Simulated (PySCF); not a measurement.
Si(vinyl)3(OtBu): computed shieldings and shifts

Si(vinyl)3(OtBu), C10H18OSi, point group C1.

Geometry:
| atom | x (Å) | y (Å) | z (Å) |
| --- | --- | --- | --- |
| Si1 | 0.153 | 0.528 | 0.697 |
| C2 | 0.162 | 0.101 | 2.516 |
| C3 | 0.694 | 0.865 | 3.477 |
| H4 | -0.307 | -0.849 | 2.802 |
| H5 | 1.177 | 1.824 | 3.253 |
| H6 | 0.676 | 0.574 | 4.533 |
| C7 | 1.892 | 0.802 | 0.050 |
| C8 | 3.006 | 0.548 | 0.747 |
| H9 | 2.013 | 1.225 | -0.958 |
| H10 | 2.966 | 0.136 | 1.762 |
| H11 | 4.007 | 0.740 | 0.341 |
| C12 | -0.819 | 2.098 | 0.381 |
| C13 | -1.518 | 2.749 | 1.319 |
| H14 | -0.817 | 2.518 | -0.634 |
| H15 | -1.562 | 2.391 | 2.353 |
| H16 | -2.075 | 3.668 | 1.100 |
| O17 | -0.591 | -0.790 | -0.005 |
| C18 | -0.664 | -1.271 | -1.338 |
| C19 | 0.602 | -2.068 | -1.643 |
| C20 | -1.890 | -2.177 | -1.387 |
| C21 | -0.826 | -0.117 | -2.326 |
| H22 | 0.558 | -2.514 | -2.648 |
| H23 | 1.492 | -1.423 | -1.588 |
| H24 | 0.722 | -2.875 | -0.906 |
| H25 | -1.789 | -2.982 | -0.644 |
| H26 | -2.011 | -2.629 | -2.382 |
| H27 | -2.795 | -1.601 | -1.145 |
| H28 | 0.054 | 0.545 | -2.313 |
| H29 | -1.716 | 0.480 | -2.078 |
| H30 | -0.938 | -0.496 | -3.353 |

GIAO calculations in PySCF on the PBE0-D3(BJ)/def2-SVP structure: isolated species, non-relativistic, equivalent atoms averaged; basis pcSseg-1.

Question: Give the isotropic shieldings (ppm) with B3LYP, PBE0.

Answer: 
| atoms | environment | B3LYP | PBE0 |
| --- | --- | --- | --- |
| Si1 | silicon bonded to 3 C, O | 357.8 | 368.8 |
| O17 | oxygen bonded to C, Si | 222.2 | 227.2 |
| C2/C7/C12 | carbon bonded to C, Si, H | 34.2 | 40.3 |
| C3/C8/C13 | carbon bonded to C, 2 H | 35.8 | 39.7 |
| C18 | carbon bonded to 3 C, O | 105.8 | 112.7 |
| C19/C20/C21 | carbon bonded to C, 3 H | 145.1 | 150.8 |
| H4/H9/H14 | hydrogen on a carbon bonded to C, Si | 25.12 | 24.88 |
| H5/H6/H10/H11/H15/H16 | hydrogen on a carbon bonded to C | 25.24 | 24.99 |
| H22/H23/H24/H25/H26/H27/H28/H29/H30 | hydrogen on a carbon bonded to C | 30.08 | 29.98 |
| HOMO–LUMO gap (eV) | – | 6.33 | 6.75 |

Question: And the chemical shifts, against references computed in the same way?

Answer: 
```tsv
atoms	nucleus, reference	B3LYP	PBE0
Si1	²⁹Si, TMS	-19.9	-16.8
O17	¹⁷O, H2O	111.8	107.4
C2/C7/C12	¹³C, TMS	145.0	144.1
C3/C8/C13	¹³C, TMS	143.5	144.7
C18	¹³C, TMS	73.4	71.7
C19/C20/C21	¹³C, TMS	34.2	33.6
H4/H9/H14	¹H, TMS	6.26	6.39
H5/H6/H10/H11/H15/H16	¹H, TMS	6.14	6.27
H22/H23/H24/H25/H26/H27/H28/H29/H30	¹H, TMS	1.30	1.29
```

Question: Which part of the shielding of Si1 depends on the functional?

Answer: Diamagnetic: B3LYP 887, PBE0 887 ppm; paramagnetic: B3LYP -529, PBE0 -518 ppm. The diamagnetic part, set mainly by inner electrons, hardly moves; the paramagnetic part goes with low-lying magnetically allowed excitations and carries the spread.

Experimental scales use liquid or dissolved standards, which lie at an offset from isolated H2O (liquid H2O: subtract about 36 ppm).
